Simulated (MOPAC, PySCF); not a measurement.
C$_{4}$H$_{12}$O$_{4}$Sn, SMILES `C[O][Sn]([O]C)([O]C)[O]C`, neutral singlet in the gas phase. 

Cartesian coordinates (Å):
SMILES: C[O][Sn]([O]C)([O]C)[O]C
```xyz
21

C     -2.1207     1.0797     1.7423
O     -1.4817     1.1936     0.4946
Sn     0.0000    -0.0004     0.0001
O      0.8600     0.8278    -1.5620
C      1.0539     2.2191    -1.6325
O     -0.4776    -1.8259    -0.5522
C     -0.9967    -2.0855    -1.8334
O      1.0986    -0.1954     1.6189
C      2.0635    -1.2132     1.7235
H     -1.4099     0.9977     2.5841
H     -2.7268     1.9871     1.8989
H     -2.8026     0.2101     1.7853
H      1.3114     2.4751    -2.6733
H      0.1521     2.7941    -1.3554
H      1.8865     2.5586    -0.9885
H     -0.9508    -3.1733    -2.0057
H     -0.4243    -1.5906    -2.6383
H     -2.0544    -1.7762    -1.9267
H      2.3664    -1.2884     2.7808
H      1.6827    -2.2015     1.4092
H      2.9705    -0.9924     1.1304
```
Charge 0, multiplicity 1.

All levels are single points at this geometry (PBE0-D3(BJ)/def2-SVP); Pople sets use spherical d functions. Orbital energies aren't observables, and empty levels follow the basis.

```csv
level,HOMO (eV),LUMO (eV),gap (eV),dipole (D),"vertical IE, Delta-SCF (eV)"
PBE-D3(BJ)/def2-TZVP in PySCF,-6.34,-2.65,3.69,0.00,–
PBE0-D3(BJ)/def2-TZVP in PySCF,-7.95,-1.65,6.30,0.00,9.55
ωB97X-D3(BJ)/def2-TZVP in PySCF,-10.49,0.53,11.02,0.00,10.24
B3LYP/6-311+G** (LANL2DZ on Sn) in PySCF,-7.80,-1.94,5.86,0.01,–
B3LYP/6-31G* (LANL2DZ on Sn) in PySCF,-7.39,-1.39,6.01,0.01,9.25
BP86/6-31G* (LANL2DZ on Sn) in PySCF,-6.10,-2.25,3.85,0.00,–
M06-2X/6-31G* (LANL2DZ on Sn) in PySCF,-9.34,-0.27,9.07,0.00,–
SVWN5/6-31G* (LANL2DZ on Sn) in PySCF,-6.06,-2.34,3.72,0.00,–
HF/6-31G* (LANL2DZ on Sn) in PySCF,-11.86,2.73,14.59,0.01,11.21
AM1 in MOPAC,-10.09,-0.87,9.22,0.01,–
PM3 in MOPAC,-10.83,-1.42,9.41,0.01,–
PM6 in MOPAC,-10.45,-0.95,9.49,0.01,–
PM7 in MOPAC,-9.98,0.92,10.89,0.01,–
```
